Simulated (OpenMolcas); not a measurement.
Ti2+ (d2) on a cation site of an ionic host was computed by CASSCF with the d shell active (OpenMolcas, ANO-RCC-VDZP on the metal). Its lowest spin-free states, and all those of the highest spin:

| 2S+1 | Degeneracy | E (cm-1) |
| --- | --- | --- |
| 3 | 3 | 0.0 |
| 1 | 3 | 10981 |
| 1 | 2 | 11093 |
| 3 | 3 | 15964 |
| 1 | 1 | 23481 |
| 3 | 3 | 26735 |
| 1 | 3 | 28873 |
| 1 | 3 | 31644 |
| 3 | 1 | 34076 |
| 1 | 2 | 47779 |
| 1 | 1 | 64072 |

Is the site octahedral, tetrahedral or cube-like, axial, or of lower symmetry?

The states with 2S+1 = 3 have orbital degeneracies 3, 3, 3, 1. Threefold states need a cubic site. For d2 at this spin an octahedron puts the threefold T1 below the threefold T2 and a tetrahedron or cube puts the single A2 below the threefold T2, so the site is octahedral. The run had Ti2+ with its 6 nearest oxide ions at 2.193 Å, on the Mg site of MgO (a = 4.2112 Å, distance in the model lattice 2.106 Å). The rest of the host is ab initio model potentials to 7.6 Å, with orthogonalisation functions on the cations behind the ligands, and point charges beyond; the distance is set by hand and nothing relaxes. Ligand basis ANO-RCC-VDZP.

An orbital triplet at a regular site is open to Jahn-Teller coupling, which can distort the site and quench the lowest spin-orbit gaps and is left out. Without dynamic correlation the repulsion within the d shell is too large (B by tens of per cent), so at a given field states of lower spin stand too high. Ligand-to-metal charge-transfer states are missing. With no ligand orbital active B as a rule stays too high, so bands that hang on it stand too high and its fall with covalency is understated. With metal d orbitals alone and no dynamic correlation 10Dq can be off by a tenth to a fifth, either way, in oxide and fluoride hosts. No measured value stands beside these numbers; the geometry was set by hand and not optimised.
